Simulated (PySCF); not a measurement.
Au⁺ (gold, charge +1) across methods

[Xe] 4f14 5d10, closed-shell 1S. All numbers are calculated (PySCF 2.14, scalar relativity through the core potential, in def2-TZVPPD with the def2 core potential (60 electrons)).

```tsv
method	E (hartree)	mean ε 5s (eV)	mean ε 5p (eV)	mean ε 5d (eV)	Σ⟨r²⟩ (bohr²)	⟨S²⟩
PBE	-135.3958	-116.88	-68.359	-15.372	39.83	0.000
TPSS	-135.3305	-117.33	-68.684	-15.257	39.71	0.000
LDA	-135.1387	-117.00	-68.447	-15.635	40.05	0.000
PBE0	-135.3637	-121.88	-72.173	-16.960	39.47	0.000
UHF	-134.50745	-135.97	-82.740	-20.824	38.97	0.000
r2SCAN	-135.4110	-119.23	-70.003	-15.505	39.39	0.000
MN15	-135.1308	-120.02	-71.219	-17.749	39.82	0.000
wB97X-V	-135.3426	-123.87	-74.478	-19.398	39.46	0.000
```

Task: Estimate the same row for r2SCANh.

Result: E (hartree) = -135.3917; mean ε 5s (eV) = -120.93; mean ε 5p (eV) = -71.320; mean ε 5d (eV) = -16.139; Σ⟨r²⟩ (bohr²) = 39.32; ⟨S²⟩ = 0.000.

Energies and moments cover only the electrons outside the core potential. Spin-orbit coupling, which splits the p, d and f shells strongly at this Z, is absent.
